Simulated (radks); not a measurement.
Results of a calculation; reference values are marked as such.
Task: These are the eigenvalues of the occupied orbitals of an atom or ion with whole-number occupations (hartree). Level of theory: Dirac Kohn-Sham, PBE, spin-unpolarised, spherical densities, point nucleus (a radial shooting solver on a logarithmic mesh with Libxc functionals).

1s1/2: -236.8936
2s1/2: -27.97558
2p1/2: -24.05306
2p3/2: -23.66965
3s1/2: -3.80863
3p1/2: -2.69088
3p3/2: -2.64434
3d3/2: -0.89510
3d5/2: -0.89057

Which element is it, and in what charge state? The configuration may be excited. Open shells, if any, fill j = l - 1/2 first.

Result: Z = 25, manganese, charge +2: Mn2+ in [Ar] 3d5. The list shows which subshells hold electrons but not how many an open one holds; the 1s level, -236.89 hartree, gives Z - s = 21.8 by -(Z - s)^2/2, which with screening and relativity narrows Z to a few neighbours, and the depths of the outer levels then fix element, charge and occupations together.
